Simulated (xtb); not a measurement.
H₁₀Si₄, charge -1, doublet, from a rough starting geometry (a state made from the parent by changing its charge; the spin is typed, not shown lowest); xtb with GFN2-xTB.

Input for xtb:
```
$ xtb mol.xyz --gfn 2 --chrg -1 --uhf 1 --opt vtight --json

# file mol.xyz
14

Si     2.11727156    -0.85175818     0.91945599
Si     1.09123663     1.12896844     0.27119573
Si    -0.66946043     0.83066301    -1.16628918
Si    -2.43127310    -0.48103258    -0.23176575
H      3.31040759    -0.74536229     1.76358206
H      1.13220998    -1.73751392     1.59258301
H      2.53812823    -1.67844799    -0.25316286
H      2.15426096     2.03898836    -0.31015096
H      0.66322243     1.81236752     1.50373820
H     -0.24219779     0.20812949    -2.44640623
H     -1.28798090     2.11725856    -1.61471883
H     -2.84101524     0.00964192     1.05506582
H     -3.55846924    -0.69744845    -1.10421500
H     -1.80474654    -1.83695254     0.12562718
```

**Question.** What does xtb print? Leave out banner, timings and long lists.

**Answer.** 
```
   ID    Z sym.   atoms
    1   14 Si     1-4
    2    1 H      5-14

           -------------------------------------------------
          |                Calculation Setup                |
           -------------------------------------------------

           -------------------------------------------------
          |                 G F N 2 - x T B                 |
           -------------------------------------------------

          ...................................................
          :                      SETUP                      :
          :.................................................:
          :  # basis functions                  50          :
          :  # atomic orbitals                  46          :
          :  # shells                           22          :
          :  # electrons                        27          :
          :  max. iterations                   250          :
          :  Hamiltonian                  GFN2-xTB          :
          :  restarted?                      false          :
          :  GBSA solvation                  false          :
          :  PC potential                    false          :
          :  electronic temp.          300.0000000     K    :
          :  accuracy                    1.0000000          :
          :  -> integral cutoff          0.2500000E+02      :
          :  -> integral neglect         0.1000000E-07      :
          :  -> SCF convergence          0.1000000E-05 Eh   :
          :  -> wf. convergence          0.1000000E-03 e    :
          :  Broyden damping             0.4000000          :
          :  net charge                         -1          :
          :  unpaired electrons                  1          :
          ...................................................

 iter      E             dE          RMSdq      gap      omega  full diag
   1    -12.0431320 -0.120431E+02  0.514E+00    0.03       0.0  T
   2    -12.1506344 -0.107502E+00  0.299E+00    0.07       1.0  T
   3    -12.0942592  0.563753E-01  0.429E+00    0.21       1.0  T
   4    -12.1665707 -0.723116E-01  0.186E+00    0.06       1.0  T
   5    -12.1844339 -0.178632E-01  0.153E+00    0.07       1.0  T
   6    -12.1842853  0.148572E-03  0.119E+00    0.04       1.0  T
   7    -12.1903752 -0.608988E-02  0.632E-01    0.05       1.0  T
   8    -12.1881126  0.226259E-02  0.763E-01    0.05       1.0  T
   9    -12.1894263 -0.131366E-02  0.549E-01    0.05       1.0  T
  10    -12.1911684 -0.174209E-02  0.170E-01    0.03       1.0  T
  11    -12.1910476  0.120824E-03  0.239E-01    0.03       1.0  T
  12    -12.1909900  0.575267E-04  0.203E-01    0.04       1.0  T
  13    -12.1908897  0.100344E-03  0.240E-01    0.04       1.0  T
  14    -12.1911477 -0.258002E-03  0.989E-02    0.04       1.0  T
  15    -12.1911745 -0.267666E-04  0.617E-02    0.04       1.0  T
  16    -12.1911881 -0.136608E-04  0.312E-02    0.04       1.0  T
  17    -12.1911898 -0.165110E-05  0.225E-02    0.04       1.2  T
  18    -12.1911916 -0.186914E-05  0.596E-03    0.04       4.5  T
  19    -12.1911917 -0.110890E-06  0.110E-03    0.04      24.3  T
  20    -12.1911917  0.679923E-08  0.199E-03    0.04      13.5  T
  21    -12.1911918 -0.132839E-07  0.430E-04    0.04      62.2  T
  22    -12.1911918 -0.477506E-09  0.348E-04    0.04      76.7  T

   *** convergence criteria satisfied after 22 iterations ***

         :::::::::::::::::::::::::::::::::::::::::::::::::::::
         ::                     SUMMARY                     ::
         :::::::::::::::::::::::::::::::::::::::::::::::::::::
         :: total energy             -12.091462361811 Eh    ::
         :: gradient norm              0.058344090609 Eh/a0 ::
         :: HOMO-LUMO gap              0.035739550941 eV    ::
         ::.................................................::
         :: SCC energy               -12.191157219632 Eh    ::
         :: -> isotropic ES            0.091341886665 Eh    ::
[...]
 * total energy  :   -12.1249184 Eh     change       -0.8319749E-06 Eh
 * total energy  :   -12.1249201 Eh     change       -0.1700119E-05 Eh
 * total energy  :   -12.1249221 Eh     change       -0.2066163E-05 Eh
 * total energy  :   -12.1249252 Eh     change       -0.3019933E-05 Eh
 * total energy  :   -12.1249296 Eh     change       -0.4397027E-05 Eh
 * total energy  :   -12.1249321 Eh     change       -0.2513725E-05 Eh
 * total energy  :   -12.1249336 Eh     change       -0.1509857E-05 Eh
 * total energy  :   -12.1249340 Eh     change       -0.3992760E-06 Eh
 * total energy  :   -12.1249347 Eh     change       -0.6982951E-06 Eh
 * total energy  :   -12.1249347 Eh     change       -0.5785984E-07 Eh
 * total energy  :   -12.1249350 Eh     change       -0.2921129E-06 Eh
 * total energy  :   -12.1249351 Eh     change       -0.9477800E-07 Eh
   *** GEOMETRY OPTIMIZATION CONVERGED AFTER 59 ITERATIONS ***
         :: total energy             -12.124935129397 Eh    ::
[...]
        21                          0.0293192               0.7978
        22                          0.0323988               0.8816
        23                          0.0458164               1.2467
        24                          0.0544284               1.4811
        25                          0.0697038               1.8967
       ...                                ...                  ...
        46                          1.3712423              37.3134
      -------------------------------------------------------------
                  HL-Gap            0.0484079 Eh            1.3172 eV
             Fermi-level           -0.1025438 Eh           -2.7904 eV

     #   Z          covCN         q      C6AA      α(0)
     1  14 Si       3.693     0.323   101.671    19.314
     2  14 Si       3.664     0.227   104.428    19.585
     3  14 Si       3.662     0.239   104.132    19.559
     4  14 Si       3.666     0.303   102.386    19.392
     5   1 H        0.914    -0.177     9.207     4.746
     6   1 H        0.916    -0.204    11.097     5.210
     7   1 H        0.914    -0.196    10.499     5.068
     8   1 H        0.894    -0.178     9.292     4.770
     9   1 H        0.902    -0.231    13.471     5.742
    10   1 H        0.902    -0.252    15.754     6.210
    11   1 H        0.901    -0.257    16.326     6.322
    12   1 H        0.910    -0.219    12.344     5.496
    13   1 H        0.905    -0.162     8.347     4.520
    14   1 H        0.911    -0.218    12.302     5.487

 Mol. C6AA /au·bohr⁶  :       5548.711127
 Mol. C8AA /au·bohr⁸  :     212370.861204
 Mol. α(0) /au        :        131.420903

Wiberg/Mayer (AO) data.
largest (>0.10) Wiberg bond orders for each atom

 ---------------------------------------------------------------------------
     #   Z sym  total        # sym  WBO       # sym  WBO       # sym  WBO
 ---------------------------------------------------------------------------
     1  14 Si   3.712 --     2 Si   0.907     5 H    0.893     7 H    0.892
                             6 H    0.891
     2  14 Si   3.825 --     3 Si   0.938     1 Si   0.907     8 H    0.872
                             9 H    0.872     4 Si   0.128
     3  14 Si   3.848 --     4 Si   0.980     2 Si   0.938    11 H    0.860
                            10 H    0.857
     4  14 Si   3.800 --     3 Si   0.980    13 H    0.879    14 H    0.878
                            12 H    0.877     2 Si   0.128
     5   1 H    0.967 --     1 Si   0.893
     6   1 H    0.959 --     1 Si   0.891
     7   1 H    0.961 --     1 Si   0.892
     8   1 H    0.957 --     2 Si   0.872
     9   1 H    0.947 --     2 Si   0.872
    10   1 H    0.936 --     3 Si   0.857
    11   1 H    0.934 --     3 Si   0.860
    12   1 H    0.952 --     4 Si   0.877
    13   1 H    0.961 --     4 Si   0.879
    14   1 H    0.952 --     4 Si   0.878
 ---------------------------------------------------------------------------

Topologies differ in total number of bonds
Writing topology from bond orders to xtbtopo.mol

molecular dipole:
                 x           y           z       tot (Debye)
 q only:        0.362      -0.027       0.065
   full:        0.316      -0.078       0.091       0.858
molecular quadrupole (traceless):
                xx          xy          yy          xz          yz          zz
 q only:      -17.899      -0.918       7.458      -8.052       1.688      10.441
  q+dip:      -18.974      -1.286       7.791      -8.216       2.078      11.183
   full:      -22.022      -2.961       9.469      -9.387       2.043      12.553

optimized geometry written to: xtbopt.xyz

           -------------------------------------------------
          | TOTAL ENERGY              -12.124935129397 Eh   |
          | GRADIENT NORM               0.000096835963 Eh/α |
          | HOMO-LUMO GAP               1.317245775445 eV   |
           -------------------------------------------------

normal termination of xtb
```
